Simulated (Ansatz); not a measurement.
Gas-phase reaction in SMILES: OB(F)F [difluoroborinic acid] → F[B]F + [OH] (HO) (the B-O bond at the site shown breaks; other sites are not compared here)
Each molecule is optimised on its own at B3LYP-D3(BJ)/def2-TZVP (Ansatz, a first-principles code), one conformer each, not searched for the lowest.

Wanted: bond dissociation energy (electronic energy difference), in kJ/mol. Correlated levels leave the core frozen unless marked. UHF or UKS for open shells. No spin-orbit coupling. No relativistic terms. CBS marks a two-point X^-3 extrapolation of the correlation energy; Hartree-Fock from the larger set.

```tsv
level	program	bond dissociation energy (kJ/mol)
HF/6-31G*	Ansatz	511.8
```

Question: What does CCSD(T)/CBS(cc-pVTZ,cc-pVQZ) (Ansatz) give?

Answer: 653.3 kJ/mol, so HF/6-31G* differs from it by -141.5 kJ/mol.
